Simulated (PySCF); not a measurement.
Compound: C5H7ClO3.
Z-matrix (Å and degrees, GFN2-xTB geometry), rows numbered from 1:
```
O 
C   1  1.1912
O   2  1.3340  1  120.51
C   3  1.4241  2  121.86  1   179.98
C   4  1.5197  3  110.80  2    31.04
C   5  1.5233  4  106.45  3   -55.87
C   6  1.5266  5  113.26  4   172.08
Cl  7  1.7745  6  109.73  5    67.31
O   2  1.3437  1  119.45  3  -179.67
H   4  1.0969  3  108.69  2   -90.85
H   4  1.0921  3  105.34  2   152.59
H   5  1.0924  4  109.78  3    62.68
H   5  1.0881  4  111.06  3  -176.26
H   6  1.1000  5  109.84  4   -65.66
H   7  1.0899  6  110.89  5   -52.00
H   7  1.0894  6  110.04  5  -173.75
```

PySCF, density fitting, gas phase, GFN2-xTB geometry. The standard run uses grid level 2 after a coarse-grid start, the def2-universal JK fitting basis (with tight functions added where the orbital basis needs them), an energy threshold of 1e-9 Eh and DIIS. The changed runs have no coarse-grid stage.

**Question.** Standard PBE0/pcSseg-1: E = -879.949824 Eh, HOMO -8.382 eV, LUMO 0.310 eV, dipole 4.455 D, 14 cycles (coarse-grid cycles included). What changes at PBE0/pcSseg-1 with: start guess atom?

**Answer.** E = -879.949824 Eh (0.000 mEh), HOMO -8.382 eV (0.000), LUMO 0.310 eV (0.000), dipole 4.455 D (0.000), 11 SCF cycles. The result matches the standard run within 0.02 mEh and 0.003 eV; such settings steer the iterations and don't enter the energy expression.

The cycles:
```
cycle   1  E = -879.6374120493  dE =  2.821e+00  |g| = 1.253e+00  |ddm| = 3.841e+00
cycle   2  E = -879.4045487842  dE =  2.329e-01  |g| = 1.672e+00  |ddm| = 2.011e+00
cycle   3  E = -879.9231704102  dE = -5.186e-01  |g| = 3.707e-01  |ddm| = 1.276e+00
cycle   4  E = -879.9480991016  dE = -2.493e-02  |g| = 9.641e-02  |ddm| = 2.794e-01
cycle   5  E = -879.9496703927  dE = -1.571e-03  |g| = 2.761e-02  |ddm| = 8.040e-02
cycle   6  E = -879.9498116296  dE = -1.412e-04  |g| = 7.645e-03  |ddm| = 2.368e-02
cycle   7  E = -879.9498228542  dE = -1.122e-05  |g| = 1.794e-03  |ddm| = 6.207e-03
cycle   8  E = -879.9498234400  dE = -5.858e-07  |g| = 6.493e-04  |ddm| = 1.731e-03
cycle   9  E = -879.9498235087  dE = -6.872e-08  |g| = 2.311e-04  |ddm| = 4.998e-04
cycle  10  E = -879.9498235179  dE = -9.202e-09  |g| = 6.031e-05  |ddm| = 1.824e-04
cycle  11  E = -879.9498235186  dE = -6.428e-10  |g| = 2.386e-05  |ddm| = 6.314e-05
```
